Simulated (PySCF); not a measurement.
# Excitation energy of Sn²⁺ by level of theory

Sn²⁺ [Kr] 4d10 5s2 (1S) → Sn²⁺ [Kr] 4d9 5s2 5p1 (high-spin determinant), as a difference of total energies. Calculation: PySCF 2.14, in def2-QZVPPD with the def2 core potential (28 electrons); a scalar-relativistic core potential. Correlated levels: valence and next inner shell: nothing frozen outside the core potential. The calculations carry no spin-orbit coupling.

```tsv
method	excitation energy (eV)
UHF	26.015
LDA	26.579
PBE0	26.553
r2SCAN	26.556
wB97X-V	26.570
B3LYP	26.493
LC-wPBE	26.230
MP2 (valence and next inner shell)	26.907
SCS-MP2 (valence and next inner shell)	26.750
```

Problem. Estimate what PBE gives.

Solution. 26.481 eV, closest to B3LYP among the rows shown.

Problem. Estimate what revPBE gives.

Solution. 26.485 eV, closest to B3LYP among the rows shown.

The determinant of the upper state mixes LS terms, which raises its energy above the lowest term, most at the Hartree-Fock and MP2 levels.
